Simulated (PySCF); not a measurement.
Parent: `[C:1]1=[CH:2][CH2:3][CH2:4][CH2:5][CH2:6][CH2:7][CH2:8][CH:9]=1` with C1–C2–C3–C4 -11°, C2–C3–C4–C5 -80°, C3–C4–C5–C6 66°, C4–C5–C6–C7 68°, C9H14.

Method used: PBE0-D3(BJ)/def2-SVP geometry optimisation, gas phase in PySCF 2.14.0. One conformer each, not checked by frequencies here.

| coordinate of the parent | value |
| --- | --- |
| C1=C2 | 1.310 Å |
| C2–C3 | 1.511 Å |
| C3–C4 | 1.529 Å |
| C4–C5 | 1.531 Å |
| C5–C6 | 1.532 Å |
| C6–C7 | 1.543 Å |
| C7–C8 | 1.535 Å |
| C8–C9 | 1.511 Å |
| C1=C9 | 1.311 Å |
| C2–C1–C9 | 169.5° |
| C1–C2–C3 | 121.8° |
| C2–C3–C4 | 115.3° |
| C3–C4–C5 | 116.3° |
| C4–C5–C6 | 119.4° |
| C5–C6–C7 | 116.7° |
| C6–C7–C8 | 115.1° |
| C7–C8–C9 | 112.0° |
| C1–C9–C8 | 122.3° |

How does the shared frame change in `[O:1]=[CH:2][C:3]1=[C:4]=[CH:5][CH2:6][CH2:7][CH2:8][CH2:9][CH2:10][CH2:11]1` with O1–C2–C3–C4 -178°, C4–C5–C6–C7 63°, C5–C6–C7–C8 -58°, C6–C7–C8–C9 96°, C7–C8–C9–C10 -143°, C10H14O? Atoms pair as C1 = C4, C2 = C3, C3 = C11, C4 = C10, C5 = C9, C6 = C8, C7 = C7, C8 = C6, C9 = C5 (parent first).

| parent | relative | value in the relative | change |
| --- | --- | --- | --- |
| C1=C2 | C4=C3 | 1.322 Å | +0.012 |
| C2–C3 | C3–C11 | 1.512 Å | +0.001 |
| C3–C4 | C11–C10 | 1.532 Å | +0.003 |
| C4–C5 | C10–C9 | 1.534 Å | +0.003 |
| C5–C6 | C9–C8 | 1.540 Å | +0.008 |
| C6–C7 | C8–C7 | 1.534 Å | -0.009 |
| C7–C8 | C7–C6 | 1.533 Å | -0.002 |
| C8–C9 | C6–C5 | 1.515 Å | +0.004 |
| C1=C9 | C4=C5 | 1.307 Å | -0.004 |
| C2–C1–C9 | C3–C4–C5 | 174.5° | +5.0 |
| C1–C2–C3 | C4–C3–C11 | 123.2° | +1.4 |
| C2–C3–C4 | C3–C11–C10 | 115.0° | -0.3 |
| C3–C4–C5 | C11–C10–C9 | 114.6° | -1.7 |
| C4–C5–C6 | C10–C9–C8 | 115.1° | -4.3 |
| C5–C6–C7 | C9–C8–C7 | 115.4° | -1.3 |
| C6–C7–C8 | C8–C7–C6 | 114.3° | -0.8 |
| C7–C8–C9 | C7–C6–C5 | 114.7° | +2.7 |
| C1–C9–C8 | C4–C5–C6 | 123.3° | +1.0 |

Of the parent's bonds, C1–C2 changes most (+0.012 Å). Bonds of the relative outside the shared frame: O1=C2 1.206, C2–C3 1.481 Å. Point group C1 → C1.

How does the shared frame change in `[F:1][C:2]1=[C:3]=[CH:4][CH2:5][CH2:6][CH2:7][CH2:8][CH2:9][CH2:10]1` with C3–C4–C5–C6 66°, C4–C5–C6–C7 -58°, C5–C6–C7–C8 95°, C6–C7–C8–C9 -141°, C9H13F? Atoms pair as C1 = C3, C2 = C2, C3 = C10, C4 = C9, C5 = C8, C6 = C7, C7 = C6, C8 = C5, C9 = C4 (parent first).

```json
{"parent": "C1=C2", "relative": "C3=C2", "value in the relative": "1.312 Å", "change": "+0.002"}
{"parent": "C2–C3", "relative": "C2–C10", "value in the relative": "1.503 Å", "change": "-0.008"}
{"parent": "C3–C4", "relative": "C10–C9", "value in the relative": "1.533 Å", "change": "+0.004"}
{"parent": "C4–C5", "relative": "C9–C8", "value in the relative": "1.534 Å", "change": "+0.003"}
{"parent": "C5–C6", "relative": "C8–C7", "value in the relative": "1.540 Å", "change": "+0.008"}
{"parent": "C6–C7", "relative": "C7–C6", "value in the relative": "1.534 Å", "change": "-0.009"}
{"parent": "C7–C8", "relative": "C6–C5", "value in the relative": "1.534 Å", "change": "-0.001"}
{"parent": "C8–C9", "relative": "C5–C4", "value in the relative": "1.512 Å", "change": "+0.001"}
{"parent": "C1=C9", "relative": "C3=C4", "value in the relative": "1.312 Å", "change": "+0.001"}
{"parent": "C2–C1–C9", "relative": "C2–C3–C4", "value in the relative": "171.2°", "change": "+1.7"}
{"parent": "C1–C2–C3", "relative": "C3–C2–C10", "value in the relative": "124.9°", "change": "+3.1"}
{"parent": "C2–C3–C4", "relative": "C2–C10–C9", "value in the relative": "115.3°", "change": "0.0"}
{"parent": "C3–C4–C5", "relative": "C10–C9–C8", "value in the relative": "114.6°", "change": "-1.7"}
{"parent": "C4–C5–C6", "relative": "C9–C8–C7", "value in the relative": "115.2°", "change": "-4.2"}
{"parent": "C5–C6–C7", "relative": "C8–C7–C6", "value in the relative": "115.5°", "change": "-1.2"}
{"parent": "C6–C7–C8", "relative": "C7–C6–C5", "value in the relative": "114.7°", "change": "-0.4"}
{"parent": "C7–C8–C9", "relative": "C6–C5–C4", "value in the relative": "114.9°", "change": "+2.9"}
{"parent": "C1–C9–C8", "relative": "C3–C4–C5", "value in the relative": "123.6°", "change": "+1.3"}
```

Of the parent's bonds, C2–C3, C5–C6 and C6–C7 change most and about equally (-0.009 to +0.008 Å). Bonds of the relative outside the shared frame: F1–C2 1.347 Å. Point group C1 → C1.

How does the shared frame change in `[CH3:1][Se:2][C:3]1=[C:4]=[CH:5][CH2:6][CH2:7][CH2:8][CH2:9][CH2:10][CH2:11]1` with C1–Se2–C3–C4 -130°, C4–C5–C6–C7 -7°, C5–C6–C7–C8 -82°, C6–C7–C8–C9 65°, C7–C8–C9–C10 69°, C10H16Se? Atoms pair as C1 = C4, C2 = C5, C3 = C6, C4 = C7, C5 = C8, C6 = C9, C7 = C10, C8 = C11, C9 = C3 (parent first).

```tsv
parent	relative	value in the relative	change
C1=C2	C4=C5	1.310 Å	0.000
C2–C3	C5–C6	1.510 Å	-0.001
C3–C4	C6–C7	1.529 Å	0.000
C4–C5	C7–C8	1.531 Å	0.000
C5–C6	C8–C9	1.531 Å	-0.001
C6–C7	C9–C10	1.542 Å	-0.001
C7–C8	C10–C11	1.533 Å	-0.002
C8–C9	C11–C3	1.510 Å	-0.001
C1=C9	C4=C3	1.312 Å	+0.001
C2–C1–C9	C5–C4–C3	168.1°	-1.4
C1–C2–C3	C4–C5–C6	121.5°	-0.3
C2–C3–C4	C5–C6–C7	115.6°	+0.3
C3–C4–C5	C6–C7–C8	116.3°	0.0
C4–C5–C6	C7–C8–C9	119.2°	-0.2
C5–C6–C7	C8–C9–C10	116.7°	0.0
C6–C7–C8	C9–C10–C11	114.7°	-0.4
C7–C8–C9	C10–C11–C3	110.8°	-1.2
C1–C9–C8	C4–C3–C11	121.7°	-0.6
```

No shared bond changes by more than 0.004 Å. Bonds of the relative outside the shared frame: C1–Se2 1.944, Se2–C3 1.918 Å. Point group C1 → C1.
